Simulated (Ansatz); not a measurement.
Basis-set extrapolation for FH5O3SSi2 (`O[SiH](O)S[SiH](O)F`) (PBE0-D4/def2-TZVP geometry, frozen core, Ansatz 0.2.0). Multiplicity 1, RHF reference.

```csv
,def2-TZVPP,def2-QZVPP
HF,-1302.828707,-1302.874634
MP2 correlation,-1.380110,-1.500370
CCSD(T) correlation,-1.466221,not run
```

Energies in hartree. Use E(X) = E(∞) + A·exp(−7.88·√X) for Hartree–Fock and E(X) = E(∞) + B·X^(−2.97) for correlation, with X = 3 and 4, and add CCSD(T) minus MP2 of the smaller set to the MP2 limit.

Q: What is the CCSD(T) energy at the basis-set limit?

A: HF limit: -1302.874634 + (-0.045927) × 0.13774 = -1302.88096. MP2 limit: -1.500370 + (-0.120260) × 0.74074 = -1.58945. Higher-order term: -1.466221 − (-1.380110) = -0.08611. Total: -1304.55652 hartree, 164.2 kcal/mol below CCSD(T)/def2-TZVPP.
